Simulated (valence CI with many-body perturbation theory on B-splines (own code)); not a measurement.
## Questions on Ag26+

Calculated by configuration interaction combined with many-body perturbation theory (CI+MBPT): three valence electrons over a frozen Dirac-Fock core [Ar], a basis of 9 s, 9 p, 10 d, 8 f, 5 g, 3 h, 1 i functions for each j, with the one-electron correlation potential Σ1 (screened to all orders), the two-electron term Σ2, the three-electron term Σ3, Breit, model QED; selected single and double excitations, second order for the rest (own B-spline code, finite nucleus).

No measured spectrum was set against this ion. As an estimate, large intervals hold to a few tenths of a per cent, small ones and those within an open d or f shell to about a per cent. Only levels of the ground parity were solved; by the run's estimate the other parity begins above the list, which can be wrong where configurations are misplaced.

Names give the largest LS component (configuration and term), which can be under half, so a name can repeat, a term be missing and a line seem to break the LS rules; names also repeat where a configuration has a term twice.

Rates and lifetimes use the calculated energies. Strong lines usually hold to 10 to 20 %, long lifetimes can be off by a factor of two.

**Question.** What is the ground level?

**Answer.** 3d3 4F_3/2, composition 80 % 3d3 4F + 17 % 3d3 2D + 2 % 3d3 2P, g = 0.498.

**Question.** How well does LS coupling describe the low levels?

**Answer.** Among the lowest 19 levels the leading LS term, summed over configurations, holds 75 % on average. For single configurations the figures are 75 % in LS and 77 % in jj coupling. Terms mix most in the J = 3/2 level at 152440 cm⁻¹, where the leading one holds 46 %.

**Question.** What is the ionisation energy?

**Answer.** 1382.7 eV; NIST lists 1382 ± 4 eV (theoretical).
